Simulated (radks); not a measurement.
Task: Tc2+, 41 electrons, occupied as [Kr] 4d5. Calculated with a radial shooting solver on a logarithmic mesh with Libxc functionals: Dirac Kohn-Sham, PBE, spin-unpolarised, spherical densities, finite nucleus; open shells fill j = l - 1/2 first; Fermi nuclear charge, rms radius 4.4112 fm. Some entries of the table are withheld. Estimate them.

orbital  occ.  eigenvalue (eV)  <1/r> (bohr^-1)  r(max) (bohr)
1s1/2       2        -20873.71            44.71        0.02228
2s1/2       2        -2991.161            10.20         0.1263
2p1/2       2              (1)              (2)        0.09814
2p3/2       4              (3)              (4)         0.1020
3s1/2       2        -534.3182            3.507         0.3725
3p1/2       2        -445.2722              (5)         0.3595
3p3/2       4        -425.4980              (6)         0.3689
3d3/2       4        -267.9899            3.102         0.3099
3d5/2       6        -264.1892            3.070         0.3126
4s1/2       2         -89.4502              (7)         0.9501
4p1/2       2         -63.4711            1.175            (8)
4p3/2       4         -60.5287            1.139            (9)
4d3/2       4         -22.6054           0.8264          1.258
4d5/2       1         -22.2984           0.8177          1.269

Result: 
(1) 2p1/2 eigenvalue (eV): -2759.475
(2) 2p1/2 <1/r> (bohr^-1): 10.18
(3) 2p3/2 eigenvalue (eV): -2641.218
(4) 2p3/2 <1/r> (bohr^-1): 9.668
(5) 3p1/2 <1/r> (bohr^-1): 3.408
(6) 3p3/2 <1/r> (bohr^-1): 3.284
(7) 4s1/2 <1/r> (bohr^-1): 1.296
(8) 4p1/2 r(max) (bohr): 1.007
(9) 4p3/2 r(max) (bohr): 1.032
